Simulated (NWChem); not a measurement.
System: C₂H₄FInO; SMILES C=[CH][In]([OH])[F]

The following NWChem deck was run.

```
start job
memory heap 200 mb stack 900 mb global 1100 mb
geometry units angstroms
  In     0.029992     0.088320     0.162213
  F      1.399088    -0.317298     1.516652
  C      0.040968    -1.225861    -1.625400
  C     -0.814035    -1.078421    -2.607527
  H      0.811366    -1.977096    -1.588426
  H     -0.793090    -1.730487    -3.472745
  H     -1.577267    -0.312326    -2.614200
  O     -1.086067     1.608094     0.690730
  H     -1.777069     1.871889     0.085828
end
basis spherical
  * library def2-svp
end
ecp
  In library def2-ecp
end
dft
  xc pbe0
  iterations 150
end
driver
  maxiter 120
end
task dft optimize
```

Output (shortened):

```
             Northwest Computational Chemistry Package (NWChem) 7.3.0
             --------------------------------------------------------

 C1  symmetry detected

                             Geometry "geometry" -> ""
                             -------------------------

 Output coordinates in angstroms (scale by  1.889725989 to convert to a.u.)

  No.       Tag          Charge          X              Y              Z
 ---- ---------------- ---------- -------------- -------------- --------------
    1 In                  49.0000    -0.00202385    -0.26486181     0.00026712
    2 F                    9.0000     1.42133467    -1.62409075    -0.00116991
    3 C                    6.0000     0.69384270     1.84191789     0.00146759
    4 C                    6.0000    -0.13880985     2.85385777    -0.00162212
    5 H                    1.0000     1.76701220     1.92870100     0.00464248
    6 H                    1.0000     0.22019172     3.87628065    -0.00110227
    7 H                    1.0000    -1.21340582     2.73260313    -0.00478040
    8 O                    8.0000    -1.78303946    -1.07887291    -0.00023663
    9 H                    1.0000    -2.53252300    -0.48620994     0.00150091

 Effective nuclear repulsion energy (a.u.)     458.5426120963

                                Z-matrix (autoz)
                                --------

 Units are Angstrom for bonds and degrees for angles

      Type          Name      I     J     K     L     M      Value
      ----------- --------  ----- ----- ----- ----- ----- ----------
    1 Stretch                  1     2                       1.96811
    2 Stretch                  1     3                       2.21873
    3 Stretch                  1     8                       1.95822
    4 Stretch                  3     4                       1.31047
    5 Stretch                  3     5                       1.07668
    6 Stretch                  4     6                       1.08362
    7 Stretch                  4     7                       1.08142
    8 Stretch                  8     9                       0.95550
    9 Bend                     1     3     4               122.27298
   10 Bend                     1     3     5               112.90154
   11 Bend                     1     8     9               117.10160
   12 Bend                     2     1     3               115.40145
   13 Bend                     2     1     8               111.75751
   14 Bend                     3     1     8               132.84104
   15 Bend                     3     4     6               121.20370
   16 Bend                     3     4     7               123.01084
   17 Bend                     4     3     5               124.82548
   18 Bend                     6     4     7               115.78546
   19 Torsion                  1     3     4     6        -179.99199
   20 Torsion                  1     3     4     7           0.01019
   21 Torsion                  2     1     3     4         179.78906
   22 Torsion                  2     1     3     5          -0.20191
   23 Torsion                  2     1     8     9         179.92634
   24 Torsion                  3     1     8     9          -0.09597
   25 Torsion                  4     3     1     8          -0.18799
   26 Torsion                  5     3     1     8         179.82104
   27 Torsion                  5     3     4     6          -0.00212
   28 Torsion                  5     3     4     7        -179.99994

                           NWChem Geometry Optimization
                           ----------------------------

 maximum gradient threshold         (gmax) =   0.000450
 rms gradient threshold             (grms) =   0.000300
 maximum cartesian step threshold   (xmax) =   0.001800
 rms cartesian step threshold       (xrms) =   0.001200
 fixed trust radius                (trust) =   0.300000
 source of zmatrix                         =   autoz

          -------------------
          Energy Minimization
          -------------------

 Using diagonal initial Hessian
 Scaling for Hessian diagonals: bonds = 1.00  angles = 0.25  torsions = 0.10

          --------
          Step   0

                                 NWChem DFT Module
                                 -----------------

 Summary of "ao basis" -> "ao basis" (spherical)
 ------------------------------------------------------------------------------
       Tag                 Description            Shells   Functions and Types
 ---------------- ------------------------------  ------  ---------------------
 In                         def2-svp                10       26   4s4p2d
 F                          def2-svp                 6       14   3s2p1d
 C                          def2-svp                 6       14   3s2p1d
 H                          def2-svp                 3        5   2s1p
 O                          def2-svp                 6       14   3s2p1d

            General Information
            -------------------
          SCF calculation type: DFT
          Wavefunction type:  closed shell.
          No. of atoms     :     9
          No. of electrons :    54
           Alpha electrons :    27
            Beta electrons :    27
          Charge           :     0
          Spin multiplicity:     1
          Use of symmetry is: off; symmetry adaption is: off
          Maximum number of iterations: 150
          AO basis - number of functions:   102
                     number of shells:    46
          Convergence on energy requested:  1.00D-06
          Convergence on density requested:  1.00D-05
          Convergence on gradient requested:  5.00D-04

[...]

      ----------------------
      Optimization converged
      ----------------------

  Step       Energy      Delta E   Gmax     Grms     Xrms     Xmax
  ---- ---------------- -------- -------- -------- -------- --------
@   11    -443.34559641  6.7D-08  0.00003  0.00001  0.00036  0.00101
                                     ok       ok       ok       ok

                                Z-matrix (autoz)
                                --------

 Units are Angstrom for bonds and degrees for angles

      Type          Name      I     J     K     L     M      Value     Gradient
      ----------- --------  ----- ----- ----- ----- ----- ---------- ----------
    1 Stretch                  1     2                       1.95942   -0.00002
    2 Stretch                  1     3                       2.12414   -0.00001
    3 Stretch                  1     8                       1.99015    0.00001
    4 Stretch                  3     4                       1.33635    0.00002
    5 Stretch                  3     5                       1.09601   -0.00001
    6 Stretch                  4     6                       1.09747    0.00003
    7 Stretch                  4     7                       1.09571    0.00002
    8 Stretch                  8     9                       0.96379   -0.00001
    9 Bend                     1     3     4               123.30852    0.00000
   10 Bend                     1     3     5               117.15659   -0.00000
   11 Bend                     1     8     9               112.78916    0.00002
   12 Bend                     2     1     3               119.54162   -0.00001
   13 Bend                     2     1     8               108.60041    0.00000
   14 Bend                     3     1     8               131.85796    0.00001
   15 Bend                     3     4     6               121.46008   -0.00001
   16 Bend                     3     4     7               123.09083    0.00001
   17 Bend                     4     3     5               119.53489   -0.00000
   18 Bend                     6     4     7               115.44909    0.00000
   19 Torsion                  1     3     4     6        -179.99447    0.00000
   20 Torsion                  1     3     4     7           0.00505    0.00000
   21 Torsion                  2     1     3     4         179.93470   -0.00000
   22 Torsion                  2     1     3     5          -0.05900   -0.00000
   23 Torsion                  2     1     8     9         179.96916   -0.00000
   24 Torsion                  3     1     8     9          -0.03540   -0.00000
   25 Torsion                  4     3     1     8          -0.06033   -0.00000
   26 Torsion                  5     3     1     8         179.94597   -0.00000
   27 Torsion                  5     3     4     6          -0.00090    0.00000
   28 Torsion                  5     3     4     7         179.99862   -0.00000

                         Geometry "geometry" -> "geometry"
                         ---------------------------------

 Output coordinates in angstroms (scale by  1.889725989 to convert to a.u.)

  No.       Tag          Charge          X              Y              Z
 ---- ---------------- ---------- -------------- -------------- --------------
    1 In                  49.0000     0.04632259    -0.23771403     0.00039039
    2 F                    9.0000     1.38184102    -1.67149486     0.00096475
    3 C                    6.0000     0.68473017     1.78822328     0.00066987
    4 C                    6.0000    -0.15989754     2.82380557    -0.00096590
    5 H                    1.0000     1.76517645     1.97224891     0.00214125
    6 H                    1.0000     0.20353644     3.85935166    -0.00085708
    7 H                    1.0000    -1.24938437     2.70717812    -0.00250011
    8 O                    8.0000    -1.76654092    -1.05882317    -0.00052288
    9 H                    1.0000    -2.47320456    -0.40345045    -0.00035352

 Effective nuclear repulsion energy (a.u.)     461.5464445158

                Final and change from initial internal coordinates
                --------------------------------------------------

                                Z-matrix (autoz)
                                --------

 Units are Angstrom for bonds and degrees for angles

[...]
```

Level: PBE0/def2-SVP with def2 effective core potentials on In. No frequency run checked for a minimum. def2 effective core potentials on In; no spin-orbit coupling.
